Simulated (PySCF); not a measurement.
CF2, charge +1, multiplicity 2. Atoms are numbered in the order given.

```xyz
3

F      0.0000    -1.0748    -0.1409
C      0.0000     0.0000     0.4228
F      0.0000     1.0748    -0.1409
```
Charge +1, spin multiplicity 2.

The structure is a stationary point at PBE0-D3(BJ)/def2-TZVP. The isomer is the one that the SMILES or the coordinates give; other isomers of the formula were not compared.

Computed with PBE/def2-TZVPD (PySCF).

Gas-phase values at a fixed geometry.

Question: Estimate the frontier levels, dipole moment and polarisability. (An estimate is asked for; the answer gives what the named calculation found.)

Answer: 
```json
{
 "α spin, highest occupied and lowest empty level": "-17.08 and -12.99 eV",
 "β spin, highest occupied and lowest empty level": "-20.89 and -14.30 eV",
 "dipole_moment_about_the_centre_of_nuclear_charge": "0.86 D",
 "mean_static_polarisability": "11.6 bohr³ (1.72 Å³)",
 "polarisability_principal_values": "9.2, 10.2, 15.3 bohr³",
 "⟨S²⟩": "0.753 (pure state 0.75)"
}
```
